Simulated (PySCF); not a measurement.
CH5FN2Si2, SMILES [Si@H]1(F)N[SiH2]N=C1. Atoms are numbered in the order given.

```xyz
11

F     -2.0391     1.2193    -0.3141
Si    -1.0296    -0.0464    -0.6100
C     -0.5612    -0.9404     1.0258
N      0.6732    -0.8968     1.3970
Si     1.7357    -0.0196     0.2562
N      0.5884     0.4381    -1.0009
H     -1.7264    -0.8307    -1.6808
H     -1.2989    -1.4678     1.6789
H      2.3726     1.1388     0.9687
H      2.8125    -0.9411    -0.2403
H      0.8432     0.9048    -1.8734
```

Geometry optimised at PBE-D3(BJ)/def2-SVP. The structure was generated by enumeration; whether it is a known compound was not checked.

Calculation: PBE0/pcSseg-1 (PySCF).

GIAO shieldings, no solvent; atoms listed in one row are averaged. δ = σ(ref) − σ: ¹⁹F against CFCl3 (σ = 167.2 ppm); ²⁹Si against TMS (σ = 352.7 ppm); ¹³C against TMS (σ = 186.3 ppm); ¹⁵N against NH3 (σ = 267.4 ppm); ¹H against TMS (σ = 31.56 ppm), references at their B3LYP-D3(BJ)/def2-TZVP geometries, non-relativistic.

Computed chemical shifts:
```json
[
 {"nucleus": "¹⁹F", "atoms": "F1", "count": "1", "δ (ppm)": "-158.1"},
 {"nucleus": "²⁹Si", "atoms": "Si5", "count": "1", "δ (ppm)": "-11.9"},
 {"nucleus": "²⁹Si", "atoms": "Si2", "count": "1", "δ (ppm)": "-29.4"},
 {"nucleus": "¹³C", "atoms": "C3", "count": "1", "δ (ppm)": "211.0"},
 {"nucleus": "¹⁵N", "atoms": "N4", "count": "1", "δ (ppm)": "499.2"},
 {"nucleus": "¹⁵N", "atoms": "N6", "count": "1", "δ (ppm)": "43.5"},
 {"nucleus": "¹H", "atoms": "H8", "count": "1", "δ (ppm)": "10.55"},
 {"nucleus": "¹H", "atoms": "H9", "count": "1", "δ (ppm)": "5.99"},
 {"nucleus": "¹H", "atoms": "H10", "count": "1", "δ (ppm)": "5.90"},
 {"nucleus": "¹H", "atoms": "H7", "count": "1", "δ (ppm)": "5.63"},
 {"nucleus": "¹H", "atoms": "H11", "count": "1", "δ (ppm)": "2.06"}
]
```
